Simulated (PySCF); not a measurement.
Here is a job for PySCF.
```python
from pyscf import gto, scf, dft

mol = gto.M(
    atom='''
B     0.243736    0.458393    0.276429
F     0.400697    1.750395    0.544458
S    -0.985759   -0.013984   -0.957842
C    -1.639704    1.619639   -1.438245
H    -2.082125    2.098690   -0.570882
H    -2.392047    1.438864   -2.198154
H    -0.833518    2.226623   -1.837167
S     1.261607   -0.724097    1.157945
C     0.690082   -2.311891    0.458802
H    -0.371445   -2.429629    0.649267
H     1.255174   -3.090650    0.958362
H     0.883169   -2.326612   -0.608669
''',
    basis='def2-svpd',
    charge=0,
    spin=0,
    verbose=4,
    max_memory=1800,
)

mf = dft.RKS(mol)
mf.xc = 'pbe'
mf = mf.density_fit(auxbasis='def2-universal-jkfit')
mf.kernel()
```

Question: What is the computed HOMO energy (DF-PBE/def2-SVPD (PySCF))?

Answer: -5.91 eV

Question: What nuclear repulsion energy does DF-PBE/def2-SVPD give?

Answer: 350.0617 Eh

Question: What is the computed total energy (DF-PBE/def2-SVPD)?

Answer: -1000.0434 Eh

Question: What Mulliken (on the basis functions themselves) charges in atom order does DF-PBE/def2-SVPD give?

Answer: B1 1.01, F2 -0.45, S3 -0.61, C4 0.43, H5 0.02, H6 -0.16, H7 0.02, S8 -0.45, C9 0.41, H10 -0.01, H11 -0.19, H12 -0.01

Question: What HOMO-LUMO gap does DF-PBE/def2-SVPD give?

Answer: 4.85 eV
